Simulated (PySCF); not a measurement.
# Correlation energy of Cl²⁺ (chlorine, charge +2)

[Ne] 3s1 3p4, high-spin 4P determinant (an excited configuration). Calculation: PySCF 2.14, in x2c-QZVPPall (9s6p4d2f1g, 70 functions); scalar relativity by spin-free X2C-1e. Frozen: [Ne]; 5 electrons correlated.

```json
{"level": "CCSD", "correlation energy (mhartree)": "-145.37"}
{"level": "(T)", "correlation energy (mhartree)": "-8.63"}
{"level": "CCSD(T)", "correlation energy (mhartree)": "-154.00"}
```

Diagnostics: T1 = 0.013, D1 = 0.0315, largest double amplitude 0.210.

Task: Is a single reference adequate?

Result: Not fully. A double-excitation amplitude exceeds 0.15, a sign of near-degeneracy.
